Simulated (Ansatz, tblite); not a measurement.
Isomers of Hg2O3⁻ (doublet), found by a short tight-binding search and relaxed with PBE0-D4/def2-SVPD in Ansatz.

In the def2 sets Hg takes a core potential; there is no spin–orbit coupling. The xTB rows come from tblite. HSE06 is defined as in plane-wave codes, on full-range PBE exchange. Correlated methods freeze 3 core orbitals; core or outer-core shells of Hg are correlated, in sets that lack core-valence functions.

A further structure is left out (at the level of its geometry, ⟨S²⟩ 1.58, where a pure state has 0.75); at PBE0-D4/def2-TZVPD its energy lies 2.14 eV above the lowest shown. A further structure is left out (at the level of its geometry, ⟨S²⟩ 1.79, where a pure state has 0.75); at PBE0-D4/def2-TZVPD its energy lies 2.06 eV above the lowest shown.

A: It holds 1 O–O bond. B: It holds 1 O–O bond.

Other spin states weren't relaxed.

A:

```tsv
atom	x (Å)	y (Å)	z (Å)
Hg1	-0.526	0.546	-2.400
Hg2	0.728	0.324	0.809
O3	-0.804	-1.155	0.972
O4	-1.501	-1.341	-0.106
O5	2.103	1.626	0.724
```

B:

Cartesian coordinates in Å:
```
Hg -2.334 3.009 0.452
Hg 0.238 -0.169 0.248
O -1.170 0.898 0.972
O 1.439 -2.413 -1.132
O 1.827 -1.325 -0.541
```

C:

```xyz
5

Hg    1.622   -0.573   -0.211
Hg   -1.666    0.474   -0.060
O    -0.169   -0.380   -1.041
O     3.386   -0.805    0.505
O    -3.173    1.284    0.807
```

Task: Estimate their order by electronic energy at PBE-QIDH/def2-TZVPD, counted from the lowest.

Result: B (0.0) < A (8.0) < C (11.8), in kcal/mol.

Task: Do the other levels pick the same lowest one?

Result: Not GFN1-xTB, GFN2-xTB, PBE-D4/def2-TZVPD, r2SCAN-D4/def2-TZVPD. Energies above each level's lowest (kcal/mol):

```
               level     A    B     C
            GFN1-xTB   0.0  2.9  24.9
            GFN2-xTB   0.0  7.0  48.2
        HF/def2-SVPD  12.3  0.0  18.9
       HF/def2-TZVPD  12.7  0.0  16.3
   PBE-D4/def2-TZVPD   6.1  0.5   0.0
r2SCAN-D4/def2-TZVPD   7.5  0.3   0.0
  PBE0-D4/def2-TZVPD   7.6  0.0  12.6
 HSE06-D4/def2-TZVPD   7.6  0.0  11.3
  ωB97X-V/def2-TZVPD   8.2  0.0  13.9
 PBE-QIDH/def2-TZVPD   8.0  0.0  11.8
       MP2/def2-SVPD   5.4  0.0  12.8
      MP2/def2-TZVPD   5.6  0.0   5.9
      CCSD/def2-SVPD   7.2  0.0  19.1
   CCSD(T)/def2-SVPD   6.9  0.0  16.1
```
Point groups (tolerance 0.1 Å): A Cs, B not assigned, C C2v. A and B have the same bonds, so they are conformers or stereoisomers. Lower isomers may exist.
